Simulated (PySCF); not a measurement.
NMP (C5H9NO), SMILES CN1CCCC1=O. Atoms are numbered in the order given.

```xyz
16

C      2.1162    -0.1165     0.0699
N      0.7030     0.1157    -0.0787
C      0.1561     0.9946    -1.0947
C     -1.3298     1.1067    -0.7032
C     -1.6081    -0.2052     0.0392
C     -0.2439    -0.6265     0.5860
O     -0.0178    -1.4752     1.4251
H      2.6495     0.8150     0.3275
H      2.5600    -0.5214    -0.8583
H      2.2526    -0.8477     0.8784
H      0.2853     0.5602    -2.1071
H      0.6716     1.9700    -1.0925
H     -1.4647     1.9600    -0.0203
H     -1.9793     1.2713    -1.5744
H     -2.3424    -0.1297     0.8528
H     -1.9534    -1.0046    -0.6393
```

Coordinates come from a B3LYP-D3(BJ)/def2-SVP optimisation. Other conformers were not sampled.

These are B3LYP-D3(BJ)/def2-SVP run with PySCF 2.14.0 values and carry that method's errors.

Frequencies are harmonic and unscaled.

Computed normal modes with their intensities:
```csv
mode,ν (cm⁻¹),IR (km/mol),moving atoms (share of kinetic energy)
1,154,2.4,"H 42 %, O 26 %, C 24 %"
2,158,1.9,"C 42 %, H 37 %, N 21 %"
3,166,0.4,"H 81 %, C 17 %"
4,218,2.2,"H 51 %, N 31 %, C 17 %"
5,311,6.7,"C 42 %, H 28 %, O 25 %"
6,478,7.2,"C 37 %, O 34 %, H 17 %, N 12 %"
7,558,4.0,"C 43 %, H 41 %, O 9 %"
8,621,2.0,"C 63 %, H 24 %"
9,667,9.2,"C 64 %, O 18 %, H 15 %"
10,753,1.2,"C 45 %, H 35 %, O 19 %"
11,861,9.7,"C 50 %, H 45 %"
12,904,2.2,"H 66 %, C 30 %"
13,936,2.0,"C 58 %, H 40 %"
14,1002,7.3,"H 51 %, C 39 %, N 8 %"
15,1038,4.5,"C 53 %, H 42 %"
16,1078,2.7,"H 58 %, C 41 %"
17,1127,35.1,"C 49 %, H 45 %"
18,1140,3.0,"H 76 %, C 21 %"
19,1183,4.0,"H 69 %, C 26 %"
20,1215,7.5,"H 64 %, C 34 %"
21,1235,7.8,"H 80 %, C 16 %"
22,1290,6.4,"H 62 %, C 25 %, N 13 %"
23,1312,45.5,"H 51 %, C 30 %, N 18 %"
24,1325,38.7,"C 37 %, H 36 %, N 25 %"
25,1343,11.2,"H 54 %, C 31 %, N 14 %"
26,1421,22.1,"H 78 %, C 18 %"
27,1440,49.3,"H 79 %, C 14 %"
28,1446,52.2,"H 64 %, C 19 %, N 16 %"
29,1468,9.0,H 96 %
30,1472,9.6,"H 91 %, C 9 %"
31,1492,17.5,"H 84 %, C 10 %"
32,1522,31.6,"H 76 %, N 14 %, C 9 %"
33,1833,389.5,"C 66 %, O 31 %"
34,2974,62.2,H 94 %
35,3001,65.5,H 97 %
36,3048,21.3,H 94 %
37,3051,12.8,H 92 %
38,3064,61.6,H 93 %
39,3065,10.9,"H 92 %, C 8 %"
40,3118,16.5,"H 91 %, C 9 %"
41,3128,12.8,"H 91 %, C 9 %"
42,3147,0.6,"H 91 %, C 9 %"
```
